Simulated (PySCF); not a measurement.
# HgC: from constants to spectrum

CAM-B3LYP constants of HgC, ³Σ⁻ (triplet), unpaired electrons π ↑↑ (Hg def2-SVP with ECP60, C def2-SVP; scalar-relativistic core potentials (PySCF 2.14); masses 201.9706 and 12.0000 u):

| Quantity | Value |
| --- | --- |
| ωe | 298.7 cm⁻¹ |
| ωexe | 6.26 cm⁻¹ |
| Be | 0.29687 cm⁻¹ |
| αe | 0.00634 cm⁻¹ |
| De to Hg + C | 0.455 eV |

**Question.** What force constant and bond length do these constants imply?

**Answer.** Reduced mass μred = 11.327 u; k = 5.8918×10⁻⁷·μred·ωe² (u, cm⁻¹, mdyn/Å) = 0.595 mdyn/Å; Re = √(16.8576/(μred·Be)) (u, cm⁻¹, Å) = 2.239 Å.

**Question.** Estimate the centrifugal constant D from the Kratzer relation and find the Dunham coefficient a1.

**Answer.** D = 4Be³/ωe² = 1.17e-06 cm⁻¹; a1 = −1 − αeωe/(6Be²) = -4.58.

Spin–orbit coupling is left out, which matters for elements this heavy, above all for dissociation energies. The state was picked by a PBE0 search and need not be the measured ground state.
